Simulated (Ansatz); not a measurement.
The cluster RuPt2⁻, 3 atoms. Hardware: 4 threads of Intel Xeon 6975P-C on a shared host.

In the def2 sets Pt, Ru take a core potential; there is no spin–orbit coupling. Correlated methods freeze no core orbitals; core or outer-core shells of Pt, Ru are correlated, in sets that lack core-valence functions. In CCSD on the charge -1 quartet the largest single amplitude is 0.27, so its Hartree–Fock determinant may place the open shell otherwise than the density functionals do.

How many basis functions does each of these Ansatz runs have, and roughly what does it cost? r2SCAN-D4/def2-TZVPD, charge -1 quartet, relaxation, 3 steps; BLYP-D4/def2-TZVPD, charge -1 doublet, energy, from earlier orbitals; PBE-D4/def2-TZVPD, charge -1 doublet, energy, from earlier orbitals; B3LYP-D4/def2-TZVPD, charge -1 quartet, energy, from earlier orbitals; LC-ωPBE (ω = 0.15 bohr⁻¹)/def2-TZVPD, charge -1 doublet, energy, from earlier orbitals; r2SCAN0-D4/def2-TZVPD, charge -1 quartet, energy, from earlier orbitals; PBE-D4/def2-TZVPD, charge 0 triplet at the geometry of the charge -1 doublet, energy, from earlier orbitals; LC-ωPBE (ω = 0.30 bohr⁻¹)/def2-TZVPD, charge -1 quartet, energy, from earlier orbitals; CCSD(T)/def2-TZVPD, charge -1 quartet, energy, from earlier orbitals; r2SCAN-D4/def2-TZVPD, charge -1 quartet, energy, from earlier orbitals; RPA@PBE/def2-TZVPD, charge -1 quartet, energy, from earlier orbitals; LC-ωPBE (ω = 0.10 bohr⁻¹)/def2-TZVPD, charge -1 doublet, energy, from earlier orbitals.

Other jobs shared the machine, so times can vary by a factor of up to 3. A dash marks memory too small to be measured apart from the calling script's.

```json
{"run": "PBE-D4/def2-TZVPD, charge 0 triplet at the geometry of the charge -1 doublet, energy, from earlier orbitals", "functions": "126", "fitting or Cholesky vectors": "1108", "wall time": "5 s", "peak host memory (GiB)": "–"}
{"run": "BLYP-D4/def2-TZVPD, charge -1 doublet, energy, from earlier orbitals", "functions": "126", "fitting or Cholesky vectors": "1108", "wall time": "11 s", "peak host memory (GiB)": "–"}
{"run": "PBE-D4/def2-TZVPD, charge -1 doublet, energy, from earlier orbitals", "functions": "126", "fitting or Cholesky vectors": "1108", "wall time": "11 s", "peak host memory (GiB)": "–"}
{"run": "RPA@PBE/def2-TZVPD, charge -1 quartet, energy, from earlier orbitals", "functions": "126", "fitting or Cholesky vectors": "1145", "wall time": "13 s", "peak host memory (GiB)": "–"}
{"run": "r2SCAN-D4/def2-TZVPD, charge -1 quartet, energy, from earlier orbitals", "functions": "126", "fitting or Cholesky vectors": "1108", "wall time": "14 s", "peak host memory (GiB)": "–"}
{"run": "LC-ωPBE (ω = 0.15 bohr⁻¹)/def2-TZVPD, charge -1 doublet, energy, from earlier orbitals", "functions": "126", "fitting or Cholesky vectors": "1108", "wall time": "15 s", "peak host memory (GiB)": "–"}
{"run": "r2SCAN-D4/def2-TZVPD, charge -1 quartet, relaxation, 3 steps", "functions": "126", "fitting or Cholesky vectors": "1108", "wall time": "16 s", "peak host memory (GiB)": "–"}
{"run": "LC-ωPBE (ω = 0.10 bohr⁻¹)/def2-TZVPD, charge -1 doublet, energy, from earlier orbitals", "functions": "126", "fitting or Cholesky vectors": "1108", "wall time": "22 s", "peak host memory (GiB)": "–"}
{"run": "LC-ωPBE (ω = 0.30 bohr⁻¹)/def2-TZVPD, charge -1 quartet, energy, from earlier orbitals", "functions": "126", "fitting or Cholesky vectors": "1108", "wall time": "27 s", "peak host memory (GiB)": "–"}
{"run": "B3LYP-D4/def2-TZVPD, charge -1 quartet, energy, from earlier orbitals", "functions": "126", "fitting or Cholesky vectors": "1196", "wall time": "33 s", "peak host memory (GiB)": "0.64"}
{"run": "r2SCAN0-D4/def2-TZVPD, charge -1 quartet, energy, from earlier orbitals", "functions": "126", "fitting or Cholesky vectors": "1202", "wall time": "50 s", "peak host memory (GiB)": "0.67"}
{"run": "CCSD(T)/def2-TZVPD, charge -1 quartet, energy, from earlier orbitals", "functions": "126", "fitting or Cholesky vectors": "1145", "wall time": "60 s", "peak host memory (GiB)": "2"}
```
